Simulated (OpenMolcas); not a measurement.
# Re3+: moving or changing the point charges

Re3+ among 6 point charges of -1.7 e arranged as an octahedron (Oh), 2.06 Å from the ion.

```
Program             : OpenMolcas
Method              : SS-CASPT2, IPEA 0.25 Eh, imaginary shift 0.1 Eh (closed shells correlated: 5s 5p)
Basis               : ANO-RCC-VDZP [7s6p4d2f1g]
Scalar Hamiltonian  : DKH2, point nucleus
Active space        : 4 electrons in 5 orbitals (5d)
State averaging     : 2S+1 = 5 even, 5 roots; 2S+1 = 3 even, 45 roots; 2S+1 = 1 even, 50 roots
Spin-orbit coupling : RASSI with atomic mean-field integrals over the reference wave functions
```

Runs around this geometry, states (labels of O, the rotations of Oh). Energies in cm-1 above the lowest state or level, χT in cm3 K/mol.

| R (Å) | q (e) | Ground state | First state of that spin | First gap with spin-orbit (degeneracies) | χT at 300 K | First state of another spin |
| --- | --- | --- | --- | --- | --- | --- |
| 2.26 | -1.1 | 5E | 5T2 5460 | 3240 (1, 3) | 0.103 | 3T1 11630 |
| 2.06 | -1.7 | 5E | 5T2 12770 | 3420 (1, 3) | 0.159 | 3T1 4480 |
| 2.48 | -1.7 | 5E | 5T2 5460 | 3240 (1, 3) | 0.103 | 3T1 11550 |

Taking the first state of the same spin as R^-n, n = -ln(5460 / 12770) / ln(2.48 / 2.06) = 4.6 between the shortest and longest distance.

Roots that are degenerate in the reference are averaged as groups; the widest CASPT2 spread within a group is 290 cm-1 (the 3-fold group of multiplicity 1 near 43400 cm-1 above the lowest state of its run, R = 2.06, q = -1.7). Shifts and gaps below about the spread of the groups concerned are not significant. This shell can be high or low spin here, a state of another spin lies low, and with metal d orbitals alone active their balance is uncertain, so the ground spin may be wrong. Point charges give a weaker field than real ligands, and real ions of this kind are as a rule low spin; the high spin found here belongs to the model. Free-ion shares, where given, are those of the reference states; single-state CASPT2 does not remix them. Spin-orbit coupling mixes the spin-free states strongly: the lowest level takes only 44 % from its leading state, 5E (figures for R = 2.26, q = -1.1; the like holds for R = 2.06, q = -1.7, R = 2.48, q = -1.7). This field is weak: 10Dq is about 5450 cm-1, while octahedral complexes of 5d ions of charge 3 and more, computed by the same method with explicit ligands, had a median near 35000 cm-1. Ground spin and moment need not be those of a real site (figures for R = 2.26, q = -1.1; the like holds for R = 2.06, q = -1.7, R = 2.48, q = -1.7). Point charges carry no covalency, so the field is a model and not that of real ligands. No measured value stands beside these numbers.
